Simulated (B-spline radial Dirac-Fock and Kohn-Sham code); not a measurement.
Model: ΔSCF Dirac-Fock with Breit, self-energy and vacuum polarisation, finite nucleus, configuration average. Program: a radial atomic solver. Free neutral atoms up to Cf, the lines Kα1, Kβ1, Lα1, Lβ1, Lβ2, Lγ1, Lℓ and Mα1 where both subshells are closed (so no Lα of most 3d metals and no Mα of most lanthanides); Na, Y were not searched.

Question: Sc Kβ1 is computed at 4460.7 eV. Which of the searched lines of other elements lie within 67 eV and could overlap it in an energy-dispersive spectrum?

Answer: Pr Lℓ at 4455.4 eV (-5); Ba Lα1 at 4466.7 eV (+6); Xe Lβ1 at 4418.4 eV (-42); Ti Kα1 at 4509.5 eV (+49); I Lβ2 at 4509.6 eV (+49).
